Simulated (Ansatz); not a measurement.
Al(Cl)2(NHMe) (CH₄AlCl₂N), SMILES [Al]([NH]C)([Cl])[Cl].

The structure is a stationary point at B3LYP-D3(BJ)/def2-SVP. The structure was generated by enumeration; whether it is a known compound was not checked. One conformer was computed; it need not be the lowest.

Two levels are set side by side: PBE/def2-SVPD (Ansatz, a first-principles code) and CAM-B3LYP/def2-SVPD (Ansatz). Energy differences of separate SCF runs at the same geometry; the states with an electron removed or added have multiplicity 2 and 2. Differences are taken from unrounded values.

| quantity | PBE |
|---|---|
| vertical ionisation energy (eV) | 9.27 |
| vertical singlet–triplet gap (eV) | 4.74 |

**Question.** These are the PBE values. What does CAM-B3LYP give? (The exact figures need the calculation; the answer reports its results.)

**Answer.** 
```json
[
 {"quantity": "vertical ionisation energy (eV)", "CAM-B3LYP": "9.58", "PBE minus CAM-B3LYP": "-0.30"},
 {"quantity": "vertical singlet–triplet gap (eV)", "CAM-B3LYP": "5.20", "PBE minus CAM-B3LYP": "-0.45"}
]
```
